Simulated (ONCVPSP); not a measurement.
# An all-electron radial function and its pseudo partner (Cr (Z = 24))

Columns: radius, all-electron u(r) and pseudo u(r) of the 3p shell (level -45.44 eV) of chromium in the configuration [Ne] 3s2 3p6 3d5 4s1; PBE, scalar-relativistic, ONCV scheme, ONCVPSP 4.0.1.

```json
{"r (bohr)": "0.105", "all-electron": "-0.4835", "pseudo": "0.0528"}
{"r (bohr)": "0.210", "all-electron": "-0.4845", "pseudo": "0.1989"}
{"r (bohr)": "0.315", "all-electron": "-0.0670", "pseudo": "0.4063"}
{"r (bohr)": "0.420", "all-electron": "0.4026", "pseudo": "0.6322"}
{"r (bohr)": "0.525", "all-electron": "0.7636", "pseudo": "0.8346"}
{"r (bohr)": "0.630", "all-electron": "0.9841", "pseudo": "0.9829"}
{"r (bohr)": "0.735", "all-electron": "1.0817", "pseudo": "1.0625"}
{"r (bohr)": "0.840", "all-electron": "1.0902", "pseudo": "1.0756"}
{"r (bohr)": "0.945", "all-electron": "1.0415", "pseudo": "1.0349"}
{"r (bohr)": "1.050", "all-electron": "0.9605", "pseudo": "0.9587"}
{"r (bohr)": "1.155", "all-electron": "0.8644", "pseudo": "0.8641"}
{"r (bohr)": "1.260", "all-electron": "0.7645", "pseudo": "0.7644"}
{"r (bohr)": "1.365", "all-electron": "0.6675", "pseudo": "0.6674"}
{"r (bohr)": "1.470", "all-electron": "0.5772", "pseudo": "0.5771"}
{"r (bohr)": "1.575", "all-electron": "0.4954", "pseudo": "0.4954"}
{"r (bohr)": "1.680", "all-electron": "0.4228", "pseudo": "0.4228"}
{"r (bohr)": "1.785", "all-electron": "0.3592", "pseudo": "0.3591"}
{"r (bohr)": "1.890", "all-electron": "0.3040", "pseudo": "0.3040"}
{"r (bohr)": "1.995", "all-electron": "0.2566", "pseudo": "0.2566"}
{"r (bohr)": "2.100", "all-electron": "0.2160", "pseudo": "0.2160"}
{"r (bohr)": "2.205", "all-electron": "0.1815", "pseudo": "0.1815"}
{"r (bohr)": "2.310", "all-electron": "0.1523", "pseudo": "0.1523"}
{"r (bohr)": "2.415", "all-electron": "0.1276", "pseudo": "0.1276"}
{"r (bohr)": "2.520", "all-electron": "0.1068", "pseudo": "0.1068"}
{"r (bohr)": "2.625", "all-electron": "0.0893", "pseudo": "0.0892"}
{"r (bohr)": "2.730", "all-electron": "0.0745", "pseudo": "0.0745"}
```

Problem. How many radial nodes do the two functions have?

Solution. The all-electron 3p function has n − l − 1 = 1; the pseudo-wave has 0, since the states of the same l below it are removed with the core.

Problem. At about which radius was the pseudo-wave matched?

Solution. 1.25 bohr, where the columns begin to agree (steps of 0.10 bohr).

Problem. Is the pseudo-wave norm-conserving?

Solution. Yes: the ONCV scheme keeps the norm inside the radius equal to the all-electron one, which fixes the energy derivative of the logarithmic derivative at the level.
